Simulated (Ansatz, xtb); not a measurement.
## Relative energy of two structures of GeNO−

Structure a: `[N]#[Ge][O-]`, a singlet. Structure b: a singlet given by its coordinates. Both are isolated ions in the gas phase, relaxed with PBE0-D3(BJ)/def2-SVPD.

a (Å):

| atom | x (Å) | y (Å) | z (Å) |
| --- | --- | --- | --- |
| Ge | 0.0000 | 0.0000 | -0.0040 |
| N | 0.0000 | 0.0000 | -1.6642 |
| O | 0.0000 | 0.0000 | 1.6683 |

b (Å):

```xyz
3

Ge    0.0000    0.0000   -1.5439
N     0.0000    0.0000    0.1558
O     0.0000    0.0000    1.3881
```

Close contacts (Å): Ge1–N2 1.70, N2–O3 1.23.

Task: Estimate which is lower in electronic energy at CCSD(T)/def2-TZVPPD, and by roughly how much.

Result: The CCSD(T)/def2-TZVPPD calculation puts structure a lower, by 23.4 kJ/mol.

The same difference at several levels:

| level | geometry | E(b) − E(a) (kJ/mol) | departure from the last row (kJ/mol) | job, with rough time for the two |
| --- | --- | --- | --- | --- |
| GFN2-xTB | GFN2-xTB | +89.0 | +65.6 | optimisation, 0.12 s |
| HF/STO-3G | GFN2-xTB | −233.0 | −256.5 | single point, 0.54 s |
| r2SCAN-D4/def2-SVPD | GFN2-xTB | −10.1 | −33.5 | single point, 6.1 s |
| PBE0-D3(BJ)/def2-SVPD | PBE0-D3(BJ)/def2-SVPD | −27.7 | −51.1 | optimisation, 34 s |
| HF/def2-TZVPPD | PBE0-D3(BJ)/def2-SVPD | +30.8 | +7.4 | part of the CCSD(T) run |
| MP2/def2-TZVPPD | PBE0-D3(BJ)/def2-SVPD | +15.3 | −8.1 | part of the CCSD(T) run |
| CCSD(T)/def2-TZVPPD | PBE0-D3(BJ)/def2-SVPD | +23.4 |  | single point, 73 s |

HF/STO-3G, r2SCAN-D4/def2-SVPD, PBE0-D3(BJ)/def2-SVPD put the two in the other order. The largest departure from CCSD(T)/def2-TZVPPD is that of HF/STO-3G, 256.5 kJ/mol.

With harmonic frequencies from PBE0-D3(BJ)/def2-SVPD (ideal gas, rigid rotor, one conformer each, 298.15 K, 1 atm): on the last row, ΔE + ΔZPE = +27.6, ΔH = +26.6, ΔG = +27.9 kJ/mol.

The T1 diagnostic of structures a and b is large, so the coupled-cluster value is less sure. The correlated steps freeze 11 core orbitals; the filled d shell of Ge is correlated, in a basis made for valence electrons. Programs: Ansatz 0.2.0, xtb 6.7.1; the last row on 1 thread of Arm Neoverse N1 on a shared host.
